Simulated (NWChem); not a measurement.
The numbers come from NWChem runs, not from measurements. System: I3In, charge 0, spin multiplicity 1, at a geometry optimised with PBE0/def2-SVP with def2 effective core potentials on In, I. The structure started from a generated list of species. Level: G0W0@PBE/def2-TZVP with def2 effective core potentials on In, I, RI basis def2-tzvp-rifit, no spin-orbit coupling.

Part of the output:

```
             Northwest Computational Chemistry Package (NWChem) 7.3.0
             --------------------------------------------------------

                                NWChem Input Module
                                -------------------

 Scaling coordinates for geometry "geometry" by  1.889725989
 (inverse scale =  0.529177249)

 Turning off AUTOSYM since
 SYMMETRY directive was detected!

                             Geometry "geometry" -> ""
                             -------------------------

 Output coordinates in angstroms (scale by  1.889725989 to convert to a.u.)

  No.       Tag          Charge          X              Y              Z
 ---- ---------------- ---------- -------------- -------------- --------------
    1 In                  49.0000     0.00000000     0.00000000    -0.00006600
    2 I                   53.0000     0.00000000     0.00000000     2.65837800
    3 I                   53.0000    -2.30232400     0.00000000    -1.32915900
    4 I                   53.0000     2.30232400     0.00000000    -1.32915900

 Effective nuclear repulsion energy (a.u.)    2519.3258374675

            Nuclear Dipole moment (a.u.)
            ----------------------------
        X                 Y               Z
 ---------------- ---------------- ----------------
     0.0000000000     0.0000000000    -0.0001020452

      Symmetry information
      --------------------

 Group name             C2v
 Group number             16
 Group order               4
 No. of unique centers     3

      Symmetry unique atoms

     1    2    3


 Summary of "ao basis" -> "" (spherical)
 ------------------------------------------------------------------------------
       Tag                 Description            Shells   Functions and Types
 ---------------- ------------------------------  ------  ---------------------
 *                         def2-tzvp                  on all atoms

 Summary of "ri basis" -> "" (spherical)
 ------------------------------------------------------------------------------
       Tag                 Description            Shells   Functions and Types
 ---------------- ------------------------------  ------  ---------------------
 *                      def2-tzvp-rifit               on all atoms

  pbe96 is a nonlocal functional; adding pw91lda local functional.

                                 NWChem DFT Module
                                 -----------------

 Summary of "ao basis" -> "ao basis" (spherical)
[...]
   Bfn.  Coefficient  Atom+Function         Bfn.  Coefficient  Atom+Function
  ----- ------------  ---------------      ----- ------------  ---------------
    18      0.671652  1 In pz                21      0.638057  1 In pz
    56     -0.467081  2 I  s                 71      0.428571  2 I  pz
   119      0.300250  3 I  px               169     -0.300250  4 I  px
    15      0.286523  1 In pz                12     -0.254688  1 In pz
    55     -0.236076  2 I  s                106      0.233536  3 I  s

 center of mass
 --------------
 x =   0.00000000 y =   0.00000000 z =   0.00000012

 moments of inertia (a.u.)
 ------------------
        4803.732943732956           0.000000000000           0.000000000000
           0.000000000000        9607.960165120852           0.000000000000
           0.000000000000           0.000000000000        4804.227221387897

     Multipole analysis of the density
     ---------------------------------

     L   x y z        total         alpha         beta         nuclear
     -   - - -        -----         -----         ----         -------
     0   0 0 0     -0.000000    -48.000000    -48.000000     96.000000

     1   1 0 0      0.000000      0.000000      0.000000      0.000000
     1   0 1 0      0.000000      0.000000      0.000000      0.000000
     1   0 0 1     -0.000059     -0.000137     -0.000137      0.000215

     2   2 0 0    -77.888663   -512.172471   -512.172471    946.456280
     2   1 1 0     -0.000000     -0.000000     -0.000000      0.000000
     2   1 0 1     -0.000000     -0.000000     -0.000000      0.000000
     2   0 2 0    -76.242793    -38.121397    -38.121397      0.000000
     2   0 1 1     -0.000000     -0.000000     -0.000000      0.000000
     2   0 0 2    -77.889036   -512.123970   -512.123970    946.358905

 Task  times  cpu:       26.4s     wall:       26.4s

                                NWChem Input Module
                                -------------------

                                 NWChem GW Module
                                 ----------------

                             ***********************
                             ***        GW       ***
                             ***********************

 Summary of "ri basis" -> "ri basis" (spherical)
 ------------------------------------------------------------------------------
       Tag                 Description            Shells   Functions and Types
 ---------------- ------------------------------  ------  ---------------------
 In                     def2-tzvp-rifit             38      184   9s8p8d6f4g3h
 I                      def2-tzvp-rifit             38      184   9s8p8d6f4g3h

                 Memory Information
                 ------------------
          Available GA per process is          1699.7 MBs
          Available stack per process is        700.0 MBs
          Available heap per process is           0.0 MBs

          Peak memory in Initialization
              Peak GA per process is                 60.2 MBs
              Peak stack per process is               0.4 MBs
              Peak heap per process is               62.3 MBs
              Memory not in MA per process            0.0 MBs

          Peak memory in CDGW Calculation
              Peak GA per process is                 69.1 MBs
              Peak stack per process is               8.3 MBs
              Peak heap per process is                6.7 MBs
              Memory not in MA per process            0.1 MBs

          Computing 2-center integrals
          Computing Inverse Cholesky factor
          Computing 3-center integrals
          Computing Vxc

          Computing Sigma_x
          Computing W(iw) on the imaginary grid
          Solving quasiparticle equations

                  Alpha Orbitals
          State     Energy (eV)     Error (eV)
          -----------------------------------
@GW        45         -9.068           0.005
@GW        46         -9.089           0.005
@GW        47         -9.089           0.005
@GW        48         -8.934           0.002
@GW        49         -1.583           0.002
@GW        50         -0.780           0.004

     GW Timing Statistics
   ------------------------
   Init.   :          0.2s
     ERIs  :          3.8s
     Distr.:          0.1s
     Vxc   :          0.2s
   Vmo     :          0.0s
   iW      :         11.8s
   I_n     :          0.0s
   R_n     :          1.7s
   GW total:         17.8s

 Task  times  cpu:       17.8s     wall:       17.8s

 Total times  cpu:       44.2s     wall:       44.2s
```

### Question
Write an NWChem input that would produce this output.

### Answer
Several could match; the one computed here: 
```
start mol
memory heap 200 mb stack 700 mb global 1700 mb
geometry units angstroms nocenter noautoz
  In     0.000000     0.000000    -0.000066
  I      0.000000     0.000000     2.658378
  I     -2.302324     0.000000    -1.329159
  I      2.302324     0.000000    -1.329159
  symmetry group C2v
end
basis spherical
  * library def2-tzvp
end
ecp
  In library def2-ecp
  I library def2-ecp
end
basis "ri basis" bse spherical
  * library def2-tzvp-rifit
end
dft
  xc xpbe96 cpbe96
  iterations 100
  direct
  tolerances tight
end
task dft energy
gw
  method cdgw
  states alpha occ 4 vir 2
end
task dft gw
```
